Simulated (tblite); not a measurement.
A tight-binding relaxation on `C#C[SiH2]SC(=C=O)C=O`.

Computed with GFN2-xTB geometry optimisation, gas phase (tblite 0.8.0). Start geometry: from a force field or distance geometry. The command runs a driver script over a list of jobs; the input below is this job's line of settings and its coordinates in Å.

Command:
```bash
OMP_NUM_THREADS=1 python probes_run.py task.json out
```

Input:
```
{"job": {"kind": "relax", "xc": "GFN2-xTB", "basis": "xTB"}, "charge": 0, "multiplicity": 1}
C      1.954700     1.673700    -0.565900
C      1.785800     0.655600     0.031100
Si     1.545700    -0.946700     0.993400
S     -0.416400    -0.843900     1.886300
C     -1.403800    -0.111400     0.695700
C     -2.045200     0.990300     0.942200
O     -2.626100     1.993600     1.142300
C     -1.626900    -0.757000    -0.615500
O     -1.084800    -1.805300    -0.971500
H      2.087300     2.586400    -1.096000
H      1.635100    -2.127900     0.103600
H      2.535100    -1.070000     2.078800
H     -2.344900    -0.237100    -1.278000
```

Output:
```
step      E/eV     max force
  0    -700.22070    2.841
  1    -700.12608    7.336
  2    -700.39419    1.387
  3    -700.38462    1.661
  4    -700.41463    0.754
  5    -700.41210    1.202
  6    -700.42336    0.199
  7    -700.42652    0.176
  8    -700.43868    0.408
  9    -700.44586    0.389
... (115 lines left out)
125    -700.60590    0.034
126    -700.60601    0.034
127    -700.60611    0.024
128    -700.60616    0.014
129    -700.60619    0.012
130    -700.60620    0.012
131    -700.60621    0.012
132    -700.60622    0.013
133    -700.60623    0.013
134    -700.60623    0.009
```

«max force» is the largest atomic force in eV/Å.

Question: From which step on does the largest force stay under 0.1 eV/Å, and how much energy is left to gain from there?

Answer: From step 114 (0.030 eV/Å), 2.2 meV above the end.

Summary of the converged run: energy lowered by 8.9 kcal/mol over 134 steps; largest atomic force 0.009 eV/Å at the end.

Question: How long does this job take on one thread of an Arm Neoverse N1, no GPU, shared host with 64 logical CPUs at a one-minute load of 61?

Answer: About 1.9 s.
Labels such as C1 count atoms from 1, the log's own numbers from 0.
